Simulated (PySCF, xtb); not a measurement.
hydrogen selenide (H2Se), SMILES [SeH2].

GFN2-xTB in xtb at its own geometry gives an orbital gap of 4.37 eV and a dipole moment of 1.50 D.

The structure is a stationary point at ωB97X-D3(BJ)/def2-TZVPD.

### Question
What does PySCF with M06-2X/def2-TZVPD give? (The exact figures need the calculation; the answer reports its results.)

### Answer
gap 8.58 eV (levels -8.27 and 0.31 eV), dipole 0.75 D.
